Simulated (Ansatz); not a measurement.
Process, species as SMILES: [Br][GeH2][Br] [dibromogermane] -> [Br][GeH][Br] + H atom (the Ge-H bond at the site shown breaks; other sites are not compared here)
Structures are relaxed separately at B3LYP-D3(BJ)/def2-TZVP in Ansatz (a quantum-chemistry and plane-wave program).
Geometry of the first species:
```xyz
5

Br    -1.8636     0.5473    -0.0220
Ge    -0.0442    -0.8853     0.0318
Br     1.9089     0.3594    -0.0106
H     -0.0867    -1.6577     1.3521
H     -0.0835    -1.7507    -1.2296
```
Charge 0, spin multiplicity 1.

Wanted: bond dissociation energy (electronic energy difference), in eV. Valence correlation only, unless marked. Open shells are spin-unrestricted. No spin-orbit coupling. Frozen are the shells of the preceding noble gas and the d and f shells that filled before the atom's block. Non-relativistic. CBS(X,Y): correlation extrapolated as X^-3; Hartree-Fock from the larger set (for Q and 5 zeta extrapolated as (X+1)exp(-9√X)).

CCSD(T)/CBS(cc-pVQZ,cc-pV5Z) (Ansatz) gives 3.71 eV.

Question: Another calculation gave 3.59 eV. Which level was it?
A. SVWN5/def2-TZVPD (Ansatz)
B. HSE06/def2-TZVPD (Ansatz)
C. revPBE/def2-TZVPD (Ansatz)
D. PBE-QIDH/def2-TZVPD (Ansatz)

Answer: D, PBE-QIDH/def2-TZVPD (Ansatz). The others give 3.30 (revPBE), 3.79 (SVWN5), 3.48 (HSE06) eV.
